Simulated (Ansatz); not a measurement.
Input file for Ansatz (a program for electronic structure): U-RI-MP2/cc-pV(D+d)Z on C8H19O4Si (SMILES C[CH]O[Si](OCC)(OCC)OCC). The basis file is the Basis Set Exchange's JSON of that set.

Ansatz 0.2 input:
```yaml
crystal:
  periodic: [false, false, false]
  atoms:
    - {symbol: C, position_ang: [0.38051468, 3.83767694, -1.25928188]}
    - {symbol: C, position_ang: [0.08834695, 2.73277517, -0.31341369]}
    - {symbol: O, position_ang: [0.19538781, 1.46848019, -0.82775214]}
    - {symbol: Si, position_ang: [-0.03765636, 0.04184858, -0.00898703]}
    - {symbol: O, position_ang: [1.23088379, -0.42095220, 0.92414180]}
    - {symbol: C, position_ang: [2.47922483, -0.90893810, 0.45013259]}
    - {symbol: C, position_ang: [3.20879024, -1.60322392, 1.58361064]}
    - {symbol: O, position_ang: [-1.32175344, 0.28213398, 0.98616658]}
    - {symbol: C, position_ang: [-1.68770783, -0.53197274, 2.09318184]}
    - {symbol: C, position_ang: [-2.55098936, 0.27308662, 3.04508472]}
    - {symbol: O, position_ang: [-0.24132410, -1.11385612, -1.16057558]}
    - {symbol: C, position_ang: [-1.06416525, -1.00216005, -2.31415396]}
    - {symbol: C, position_ang: [-0.72943684, -2.12310935, -3.27872403]}
    - {symbol: H, position_ang: [-0.36647388, 3.89884092, -2.08003226]}
    - {symbol: H, position_ang: [0.38088394, 4.80615904, -0.73634065]}
    - {symbol: H, position_ang: [1.36477873, 3.69842218, -1.73982845]}
    - {symbol: H, position_ang: [-0.60704896, 2.85267299, 0.52540026]}
    - {symbol: H, position_ang: [3.07990023, -0.06416349, 0.06556741]}
    - {symbol: H, position_ang: [2.31402067, -1.60543814, -0.39098905]}
    - {symbol: H, position_ang: [2.62132037, -2.45777758, 1.95398538]}
    - {symbol: H, position_ang: [3.36891447, -0.90798417, 2.42224207]}
    - {symbol: H, position_ang: [4.18912276, -1.97373232, 1.24416850]}
    - {symbol: H, position_ang: [-0.78083821, -0.89830409, 2.60547089]}
    - {symbol: H, position_ang: [-2.24021518, -1.41748527, 1.72793105]}
    - {symbol: H, position_ang: [-3.45104262, 0.64391100, 2.53045057]}
    - {symbol: H, position_ang: [-2.86678698, -0.34619206, 3.89973502]}
    - {symbol: H, position_ang: [-1.99374442, 1.14146356, 3.42965200]}
    - {symbol: H, position_ang: [-2.12770708, -1.05602622, -2.01555206]}
    - {symbol: H, position_ang: [-0.90801159, -0.01815491, -2.79113017]}
    - {symbol: H, position_ang: [0.32374345, -2.05860030, -3.59358533]}
    - {symbol: H, position_ang: [-0.88442663, -3.10289066, -2.80082070]}
    - {symbol: H, position_ang: [-1.36660420, -2.06630946, -4.17555437]}
basis:
  gaussian:
    orbitals: cc-pV_D+d_Z.json
    fitting: {mean_field: def2-universal-JKFIT, correlation: cc-pVDZ-RIFIT.json}
magnetization: {spin_polarized: true, initial_magnetization: 1}
correlation: {method: mp2, electrons: outside_noble_gas}
scf: {omitted_lower_state_checks: [cluster_reference]}
```

Question: Predict the final total energy.

Answer: -904.5115 hartree.

Question: How many basis functions does it have, and what does it roughly cost on one machine?

Answer: 286 functions; about 50 core-seconds (a rough figure).
